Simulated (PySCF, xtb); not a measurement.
C3H4BrCl, SMILES Cl/C(=C/Br)C.

Harmonic wavenumbers (cm⁻¹) from GFN2-xTB (xtb) at its own minimum, in rising order: 97, 181, 186, 249, 352, 413, 685, 707, 759, 997, 1039, 1084, 1225, 1396, 1443, 1457, 1664, 3009, 3024, 3050, 3105.

Task: What does r2SCAN-D4/def2-SVP in PySCF give at its own minimum? (An estimate is asked for; the answer gives what the named calculation found.)

Result: 147, 199, 202, 270, 376, 436, 709, 732, 786, 991, 1041, 1084, 1253, 1383, 1442, 1442, 1681, 3040, 3125, 3171, 3236. Paired by order, the mean absolute difference is 33 cm⁻¹ and the zero-point energies are 37.3 and 38.2 kcal/mol.
